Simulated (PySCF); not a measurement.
## SrP: energy against distance

Set-up: Sr def2-SVPD with ECP28, P def2-SVPD; scalar-relativistic core potentials (PySCF 2.14). Energies in eV from Sr + P in their ground configurations at the same level. All curves are PBE0. state 1: ⁴Σ⁻ (quartet), unpaired electrons σ ↑, π ↑↑; state 2: ²Π (doublet), unpaired electrons π ↑, a second solution, started from another occupation; state 3: Ms = 0.5 determinant of mixed spin (⟨S²⟩ near 1.8), unpaired electrons σ ↓, π ↑↑, a second solution, started from another occupation; state 4: Ms = 0.5 determinant of mixed spin (⟨S²⟩ near 1.8), unpaired electrons σ ↑, π ↑↓, a mixture of terms (⟨Lz²⟩ = 2.0), a second solution, started from another occupation.

```json
{"R (Å)": "2.532", "state 1": "-0.753", "state 2": "-1.226", "state 3": "-0.698", "state 4": "-0.4044"}
{"R (Å)": "2.650", "state 1": "-1.074", "state 2": "-1.303", "state 3": "-1.019", "state 4": "-0.7254"}
{"R (Å)": "2.767", "state 1": "-1.247", "state 2": "-1.270", "state 3": "-1.191", "state 4": "-0.8967"}
{"R (Å)": "2.856", "state 1": "-1.306", "state 2": "-1.198", "state 3": "-1.247", "state 4": "-0.9530"}
{"R (Å)": "2.944", "state 1": "-1.321", "state 2": "-1.099", "state 3": "-1.256", "state 4": "-0.9635"}
{"R (Å)": "3.032", "state 1": "-1.302", "state 2": "-0.982", "state 3": "-1.230", "state 4": "-0.9391"}
{"R (Å)": "3.150", "state 1": "-1.240", "state 2": "-0.809", "state 3": "-1.156", "state 4": "-0.8676"}
{"R (Å)": "3.297", "state 1": "-1.126", "state 2": "-0.580", "state 3": "-1.020", "state 4": "-0.7374"}
{"R (Å)": "3.474", "state 1": "-0.964", "state 2": "-0.300", "state 3": "-0.824", "state 4": "-0.5504"}
{"R (Å)": "3.709", "state 1": "-0.747", "state 2": "0.060", "state 3": "-0.543", "state 4": "-0.2904"}
```

Q: Put a parabola through the three lowest points of the state 1 curve and estimate Re, k and ωe (reduced mass 22.9 u; 1 eV/Å² = 0.16022 mdyn/Å; ωe = 1302.8·√(k/μ) cm⁻¹).

A: Through R = 2.856, 2.944, 3.032 Å the second-order coefficient is 2.20 eV/Å², so Re ≈ 2.939 Å, k ≈ 0.703 mdyn/Å and ωe ≈ 228 cm⁻¹. A polynomial fit of higher order to the unrounded PBE0 energies gives Re = 2.934 Å, k = 0.706 mdyn/Å, ωe = 229 cm⁻¹; anharmonicity and rounding make the difference.

The higher-order fit for each curve: state 1: Re = 2.934 Å, ωe = 229 cm⁻¹, De = 1.32 eV; state 2: Re = 2.665 Å, ωe = 297 cm⁻¹, minimum 1.30 eV below the ground-state fragments; state 3: Re = 2.920 Å, ωe = 240 cm⁻¹, minimum 1.26 eV below the ground-state fragments; state 4: Re = 2.923 Å, ωe = 238 cm⁻¹, minimum 0.96 eV below the ground-state fragments.

⟨S²⟩ is raised (SrP 0.97), so spin contamination touches these numbers. ⟨S²⟩ of the unrestricted solution departs from its pure value on part of the curve, where spin states mix. Spin–orbit coupling is left out. The state was picked by a PBE0 search and need not be the measured ground state.
